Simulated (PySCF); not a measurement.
## Correlation energy of Ni¹⁰⁺ (nickel, charge +10)

[Ar], closed-shell 1S. Calculation: PySCF 2.14, in an even-tempered Gaussian basis (17 s from 0.59 bohr⁻², ratio 2.5; 12 p from 0.76 bohr⁻², ratio 2.5; 5 d from 5.6 bohr⁻², ratio 2.7; 4 f from 8.4 bohr⁻², ratio 2.7); the non-relativistic Hamiltonian (point nucleus). Frozen: 1s2; 16 electrons correlated; the 20 highest virtual orbitals of each spin left out.

MP2 pair energies summed by pair of shells (mhartree):

```tsv
pair	energy	share (%)
2p-2p	-182.32	31.5
3p-3p	-160.96	27.8
2p-3p	-90.34	15.6
2s-2p	-53.31	9.2
3s-3p	-35.88	6.2
2s-3p	-16.88	2.9
2p-3s	-16.33	2.8
2s-2s	-10.02	1.7
3s-3s	-8.72	1.5
2s-3s	-4.70	0.8
```

Total MP2 correlation energy: -579.47 mhartree.

Same-spin part -161.02 and opposite-spin part -418.44 mhartree; SCS-MP2 scales them by 1/3 and 6/5 to -555.81 mhartree.
